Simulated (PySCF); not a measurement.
Dipole response of Ca²⁺ (calcium, charge +2)

[Ar], closed-shell 1S. Calculation: PySCF 2.14, in aug-cc-pVTZ-X2C; the spin-free X2C one-electron Hamiltonian (Gaussian nucleus). Coupled (time-dependent) response in atomic units; α is the mean over directions.

| method | mean α (bohr³) | C₆ (like pair) | S(−4) |
| --- | --- | --- | --- |
| UHF | 3.100 | 9.433 | 1.856 |
| PBE | 3.161 | 9.662 | 1.968 |
| PBE0 | 3.128 | 9.530 | 1.913 |
| HSE06 | 3.129 | 9.534 | 1.915 |

S(−4) is the Cauchy moment in α(ω) = α(0) + S(−4) ω² + …

α(iu) at PBE0:

| u (hartree) | α(iu) (bohr³) |
| --- | --- |
| 0 | 3.128 |
| 0.0500 | 3.123 |
| 0.100 | 3.109 |
| 0.200 | 3.053 |
| 0.300 | 2.965 |
| 0.500 | 2.715 |
| 0.750 | 2.335 |
| 1.00 | 1.955 |
| 1.50 | 1.341 |
| 2.00 | 0.9347 |
| 3.00 | 0.5045 |
| 5.00 | 0.2072 |

A single London oscillator, α(iu) = α/(1 + u²/ω²), gives C₆ = (3/4) ω α². Matching the computed C₆ needs ω = 4 × 9.530 / (3 × 3.128²) = 1.30 hartree.

For an ion, C₆ is the dispersion term alone; charge-induced terms of lower order in 1/R come first.
